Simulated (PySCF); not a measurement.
# Basis-set dependence of excited states

Species: C4H5Br.
SMILES: `[C@]12(Br)C[C@@H]2C1`

TDDFT with PBE0 (PySCF), vertical singlets, core orbitals frozen in the response, spherical d and f functions. Geometry: PBE0-D3(BJ)/def2-SVP; no solvent, vibrations or thermal averaging. Relativistic effects, spin–orbit coupling among them, are left out although an element past zinc is present.

**Question.** Compare 6-31G*, def2-SVP, def2-SVPD, aug-cc-pVDZ, def2-TZVP and def2-TZVPD for this molecule.

**Answer.** 

```csv
basis,functions,diffuse,S1 (eV),S2 (eV),S3 (eV),S4 (eV),S5 (eV),LUMO (eV),α (au)
6-31G*,98,no,5.62,6.54,7.75,8.16,8.52,0.32,52.9
def2-SVP,113,no,5.81,6.68,7.90,7.93,8.22,0.43,53.9
def2-SVPD,161,yes,5.48,6.36,6.75,7.20,7.42,-0.10,65.3
aug-cc-pVDZ,173,yes,5.40,6.05,6.32,6.51,6.61,-0.16,66.0
def2-TZVP,202,no,5.55,6.46,7.43,7.64,7.67,0.11,62.3
def2-TZVPD,250,yes,5.40,6.31,6.37,6.79,6.94,-0.14,66.7
```

States are compared by their number. Against the largest diffuse basis here (def2-TZVPD, itself not a converged limit), sets without diffuse functions differ by up to 0.40 eV in S1 and 1.58 eV in S5; the smaller diffuse sets differ by up to 0.08 and 0.48 eV. State by state, the largest deviation of a set without diffuse functions is S1 0.40, S2 0.38, S3 1.53, S4 1.37, S5 1.58 eV. The same number needn't mean the same state in each row. Against def2-TZVPD the polarisability deviates by -21% in 6-31G*, -19% in def2-SVP, -2% in def2-SVPD, -1% in aug-cc-pVDZ, -7% in def2-TZVP.
